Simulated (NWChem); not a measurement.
Molecule: C₄H₃FN₂; SMILES Fc1cncnc1

Results from NWChem. Pople sets run with spherical d functions. Medium grid unless said otherwise, to which SCAN and Minnesota functionals are sensitive. Coordinates come from a B3LYP/6-31G* (spherical d) optimisation. Level r2SCAN/6-31G*: energy and gradient; each run changes one setting, and changes count from the defaults (medium grid, exact Coulomb integrals, symmetry on).

```
setting                        size of the energy change (μHa)  largest change of a gradient component (μHa/bohr)
-----------------------------  -------------------------------  -------------------------------------------------
defaults                                                  < 10                                               < 30
Coulomb fitting, Weigend set                               200                                                 80
Coulomb fitting, Ahlrichs set                              800                                                 90
coarse grid                                                500                                                300
extra-fine grid                                            400                                                 60
Becke weights                                             < 10                                                 40
```
